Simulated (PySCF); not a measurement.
PySCF 2.14 output of an unrestricted PBE calculation on a single atom or ion in x2c-TZVPPall with one added diffuse shell each of s, p, d type (6s6p4d1f, 51 functions), with the spin-free X2C one-electron Hamiltonian (Gaussian nucleus):

```
SCF conv_tol = 1e-09
number electrons alpha = 7  beta = 6
    J. P. Perdew, K. Burke, and M. Ernzerhof.,  Phys. Rev. Lett. 77, 3865 (1996)
    J. P. Perdew, K. Burke, and M. Ernzerhof.,  Phys. Rev. Lett. 78, 1396 (1997)
    J. P. Perdew, K. Burke, and M. Ernzerhof.,  Phys. Rev. Lett. 77, 3865 (1996)
    J. P. Perdew, K. Burke, and M. Ernzerhof.,  Phys. Rev. Lett. 78, 1396 (1997)
cycle= 1 E= -340.368345281683  delta_E= -0.0082  |g|= 0.0179  |ddm|= 0.143
cycle= 2 E= -340.368438078941  delta_E= -9.28e-05  |g|= 0.0049  |ddm|= 0.0375
cycle= 3 E= -340.368442203328  delta_E= -4.12e-06  |g|= 0.000518  |ddm|= 0.00427
cycle= 4 E= -340.368442350826  delta_E= -1.47e-07  |g|= 0.000146  |ddm|= 0.000663
cycle= 5 E= -340.368442357579  delta_E= -6.75e-09  |g|= 4.03e-06  |ddm|= 0.000253
cycle= 6 E= -340.368442357584  delta_E= -4.43e-12  |g|= 1.14e-07  |ddm|= 3.19e-06
converged SCF energy = -340.368442357584  <S^2> = 0.75119245  2S+1 = 2.0011921
```

The run itself started from symmetry-adapted Hartree-Fock orbitals and held the occupation by maximum overlap, on a logarithmic radial grid, so the iterations belong to that start.

Q: Which element, charge and spin multiplicity is this?

A: P²⁺ (phosphorus, charge +2), multiplicity 2; the state was [Ne] 3s2 3d1, 2D determinant (an excited configuration).

The outer electron is Rydberg-like, and this basis confines it to a smaller radius and binds it less than a complete one would.
